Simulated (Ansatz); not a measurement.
System: CH3OSi, charge 0, doublet. CH3OSi (SMILES O=[C][SiH3], doublet).
B3LYP-D3(BJ)/def2-TZVP minimum from Ansatz (an electronic-structure program):
```
Si
H 1 1.4767
H 1 1.4767 2 110.57
H 1 1.4858 2 110.81 3 123.27
C 1 1.9320 2 103.47 3 -110.22
O 5 1.1730 1 134.82 2 -122.30
```
Charge 0, spin multiplicity 2.

Atomisation energy term by term, kcal/mol (programs: Ansatz). Radicals and triplets start from unrestricted determinants; spin-orbit coupling is neglected. Correlated methods leave the cores frozen. Rows without X2C or -DK are non-relativistic. CBS(X,Y): correlation extrapolated as X^-3, Hartree-Fock from the larger set. A bracket is a step between two methods taken in the basis named. 'core' is core correlation in cc-pwCVTZ (1s frozen past Ne), 'X2C' scalar relativity in cc-pVTZ-DK, both at CCSD(T). For partners of very few electrons the exact lower level stands in for a higher one.

```json
[
 {"term": "Hartree-Fock", "basis": "cc-pV(Q+d)Z", "kcal/mol": "350.89"},
 {"term": "CCSD correlation", "basis": "CBS(cc-pV(T+d)Z,cc-pV(Q+d)Z)", "kcal/mol": "132.98"},
 {"term": "(T)", "basis": "CBS(cc-pV(T+d)Z,cc-pV(Q+d)Z)", "kcal/mol": "10.12"},
 {"term": "CCSDT(Q) - CCSD(T)", "basis": "cc-pV(D+d)Z", "kcal/mol": "0.93"},
 {"term": "core correlation", "basis": "cc-pwCVTZ", "kcal/mol": "0.93"},
 {"term": "scalar relativity", "basis": "X2C, cc-pVTZ-DK", "kcal/mol": "-0.91"},
 {"term": "sum: De", "basis": "", "kcal/mol": "494.9"}
]
```
